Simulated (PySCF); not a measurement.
Harmonic spectrum computed at PBE0 in the def2-SVPD basis family (core potentials from Rb on, PySCF, no spin–orbit coupling):

```
symmetry  ω (cm⁻¹)  IR (km/mol)
      a1       122          1.6
      a1       487         32.8
      b2       498          221
```

Question: Which molecule gave it? In each, all ligands are bound to the one heavy central atom.
A. OsS₂⁻ (doublet)
B. TcS₂⁻ (quintet)
C. NbS₂⁻ (triplet)
D. WS₂⁻ (quartet)
E. MoS₂⁻ (quartet)

Answer: C. It has C2v symmetry with Nb–S 2.209 Å (×2).
